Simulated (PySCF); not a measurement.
C$_{3}$H$_{9}$BrInN, singlet, at a GFN2-xTB geometry (such geometries of metal compounds can be far from the true shape) (core potentials on In). Base run: DF-R2SCAN/def2-SV(P) in PySCF.

Here is a job for PySCF.
```python
from pyscf import gto, scf, dft

mol = gto.Mole()
mol.atom = '''
    In   -0.32618737    0.47531187   -0.03110692
    Br   -0.14281321   -1.81422259   -1.03608573
    C    -1.52339446    2.01644938   -1.16189536
    H    -0.82626379    2.69521753   -1.64621029
    H    -2.17581667    2.56277791   -0.48695723
    H    -2.10422467    1.47567907   -1.90380154
    N     1.26698695    0.81235344    1.33702427
    C     1.71301463   -0.30087165    2.14277714
    C     1.17357955    2.03183748    2.10393626
    H     2.75622495   -0.13523720    2.43492574
    H     1.12203070   -0.43070027    3.06315533
    H     1.66844331   -1.21987761    1.55195954
    H     0.56120784    1.92733412    3.01298470
    H     2.17926364    2.33762513    2.41418707
    H     0.75267126    2.82372461    1.47891863
'''
mol.basis = 'def2-sv(p)'
mol.ecp = {'In': 'def2-sv(p)'}
mol.verbose = 4
mol.max_memory = 1800
mol.build()

mf = dft.RKS(mol)
mf.xc = 'r2scan'
mf = mf.density_fit(auxbasis='def2-universal-jkfit')
mf.kernel()
```

The job was repeated with other settings on one machine. Differences are taken from the largest basis of the def2 family in the series, which isn't the basis-set limit (def2-TZVPP: -2938.839770 Eh). The cheapest run took about 40 core-seconds (a rough figure).

| setting | basis functions | cost, times the cheapest (rough) | difference in total energy (mEh) |
|---|---|---|---|
| def2-SV(P) | 132 | 1 | 541.67 |
| def2-SVP | 159 | 2 | 515.75 |
| def2-TZVP | 276 | 4 | 3.61 |
| def2-TZVPP | 348 | 4 | reference |

Times come from a shared machine, hold the start-up and are rough. Total energies converge more slowly with the basis than energy differences do.
